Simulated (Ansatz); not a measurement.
Input (CCSDT(Q)/cc-pV(D+d)Z; Ansatz, a quantum-chemistry and plane-wave program): A basis named .json is the Basis Set Exchange file of that set.

Ansatz 0.2 input:
```yaml
crystal:
  periodic: [false, false, false]
  atoms:
    - {symbol: Si, position_ang: [0.06646661, -0.57550016, 0.56719257]}
    - {symbol: C, position_ang: [-1.37591210, -1.25374900, -0.41901571]}
    - {symbol: Cl, position_ang: [0.74588398, 1.17482063, -0.32576527]}
    - {symbol: H, position_ang: [-0.34070010, -0.22374328, 1.95483565]}
    - {symbol: H, position_ang: [-2.17773532, -0.51210643, -0.46492357]}
    - {symbol: H, position_ang: [-1.76282160, -2.15629450, 0.05852262]}
    - {symbol: H, position_ang: [-1.07383049, -1.50031043, -1.43702695]}
basis:
  gaussian:
    orbitals: cc-pV_D+d_Z.json
magnetization: {spin_polarized: true, initial_magnetization: 1}
correlation: {method: ccsdt_q, electrons: outside_noble_gas}
```

Output:

```
Functional definition: HF
integrals: 0.17 GiB planned
1549 factors; integrals over basis functions are off by at most 1.9e-7 eV
mean field: 0.47 GiB planned
mean field evaluation 1: about -21458.7264 eV, gradient 1.6e1 eV
mean field evaluation 2: about -21458.7636 eV, gradient 1.6e1 eV
mean field evaluation 4: about -21460.5240 eV, gradient 1.9e0 eV
mean field evaluation 8: about -21460.5746 eV, gradient 2.0e-1 eV
mean field evaluation 16: about -21460.2397 eV, gradient 6.0e0 eV
mean field -21460.57551606 eV, -788.6616037147 hartree, gradient 2.1e-6 eV, S^2 0.753218; 0 other end points of the search recorded, 0 dependent functions left out
11 core orbitals not correlated
reference -21460.57551606 eV, -788.6616037147 hartree; 10, 9 occupied and 59, 60 virtual orbitals, 1549 factors
second order -9.91072949 eV of doubles, -0.00000000 eV of singles
coupled cluster: 6.51 GiB planned
cycle   1  -10.77470233 eV  change   -8.6e-1 eV  update   8.2e-2
cycle   2  -11.27395619 eV  change   -5.0e-1 eV  update   3.3e-2
cycle   3  -11.44115716 eV  change   -1.7e-1 eV  update   1.8e-2
cycle   4  -11.42421291 eV  change    1.7e-2 eV  update   5.8e-3
cycle   5  -11.42279975 eV  change    1.4e-3 eV  update   3.3e-3
cycle   6  -11.42443548 eV  change   -1.6e-3 eV  update   1.2e-3
cycle   7  -11.42444453 eV  change   -9.0e-6 eV  update   6.8e-4
cycle   8  -11.42447149 eV  change   -2.7e-5 eV  update   2.4e-4
cycle   9  -11.42458154 eV  change   -1.1e-4 eV  update   1.1e-4
cycle  10  -11.42453358 eV  change    4.8e-5 eV  update   4.1e-5
cycle  11  -11.42451346 eV  change    2.0e-5 eV  update   1.8e-5
cycle  12  -11.42452550 eV  change   -1.2e-5 eV  update   8.8e-6
cycle  13  -11.42453011 eV  change   -4.6e-6 eV  update   3.8e-6
cycle  14  -11.42453429 eV  change   -4.2e-6 eV  update   1.9e-6
cycle  15  -11.42453585 eV  change   -1.6e-6 eV  update   8.9e-7
perturbative correction -0.01951835 eV, -0.0007172860 hartree
Total energy: -21472.01957026 eV, -789.0821649493 hartree
```
